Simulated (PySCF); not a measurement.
**Polarisability and C₆ of Pb²⁺ (lead, charge +2)**

[Xe] 4f14 5d10 6s2, closed-shell 1S. Computed with PySCF 2.14 in ANO-RCC-VTZP, with scalar relativity by spin-free X2C-1e. Coupled (time-dependent) response in atomic units; α is the mean over directions. The basis has no added diffuse functions, which lowers α and C₆.

```json
{"method": "UHF", "mean α (bohr³)": "15.52", "C₆ (like pair)": "107.0", "S(−4)": "74.68"}
{"method": "PBE", "mean α (bohr³)": "13.22", "C₆ (like pair)": "91.33", "S(−4)": "47.67"}
```

S(−4) is the Cauchy moment in α(ω) = α(0) + S(−4) ω² + …

α(iu) at UHF:

```csv
u (hartree),α(iu) (bohr³)
0,15.52
0.0500,15.33
0.100,14.82
0.200,13.14
0.300,11.23
0.500,8.177
0.750,5.912
1.00,4.590
1.50,3.107
2.00,2.273
3.00,1.368
5.00,0.6443
```

A single London oscillator, α(iu) = α/(1 + u²/ω²), gives C₆ = (3/4) ω α². Matching the computed C₆ needs ω = 4 × 107.0 / (3 × 15.52²) = 0.592 hartree.

For an ion, C₆ is the dispersion term alone; charge-induced terms of lower order in 1/R come first.

Spin-orbit coupling, which splits the p, d and f shells strongly at this Z, is absent.
